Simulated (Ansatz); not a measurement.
`[F][Sn]([Br])([Br])[Br]` + H₂ → `[Br][SnH]([Br])[Br]` + H–F at 600 K and 1 bar (hydrogenolysis of the Sn–F bond).

Calculated with Ansatz (gas phase, PBE0-D4/def2-TZVP geometries, no zero-point term in ΔE). CCSD(T)/CBS is the MP2 limit (def2-TZVPP, def2-QZVPP) plus CCSD(T) − MP2 in def2-TZVPP, frozen cores. This one scheme is used for every species. Elements past krypton have def2 core potentials. For Br, Sn outer-core shells are correlated without core-valence functions, which leaves a few kJ/mol of doubt a bond. Scalar relativity is left out up to krypton.

```
                  species  CCSD(T)/CBS energy (Eh)  H − E (kJ/mol)  S (J/(mol·K))
`[F][Sn]([Br])([Br])[Br]`              -8033.95352            66.5          475.5
                       H₂                 -1.17544            43.9          150.8
    `[Br][SnH]([Br])[Br]`              -7934.72420            73.9          446.2
                      H–F               -100.39570            42.3          194.0
```

H − E and S are ideal-gas, rigid-rotor, harmonic terms from PBE0-D4/def2-TZVP. For small species the MP2-based limit differs from directly extrapolated CCSD(T) by up to some mEh (0.8 for H₂); such offsets cancel only in part. 1 Eh = 2625.50 kJ/mol, R = 8.31446 J/(mol·K).

Q: By hand: ΔE, ΔH, ΔS and ΔG.

A: ΔE = (-7934.72420) + (-100.39570) − (-8033.95352) − (-1.17544) = 0.00906 Eh = 23.8 kJ/mol. Δ(H − E) = 73.9 + 42.3 − 66.5 − 43.9 = 5.8, so ΔH = 29.6 kJ/mol. ΔS = 446.2 + 194.0 − 475.5 − 150.8 = 13.9 J/(mol·K). ΔG = 29.6 − 600 × (13.9)/1000 = 21.3 kJ/mol.

Q: By hand: the equilibrium constant, and the temperature at which ΔG would vanish if ΔH and ΔS stayed fixed.

A: log₁₀ K = −ΔG/(RT ln 10) = -1.9. ΔG = 0 at ΔH/ΔS = 2129 K, though so small a ΔS makes that figure unsure.

The number of gas molecules stays the same, so ΔS is small and ΔH decides. A doubt of 5 kJ/mol in ΔE shifts log₁₀ K by 0.4 here. These are equilibria of isolated gas molecules and say nothing of rates. Largest T1 diagnostic: 0.010 (customary marks: 0.02 for closed shells, 0.045 for open ones).
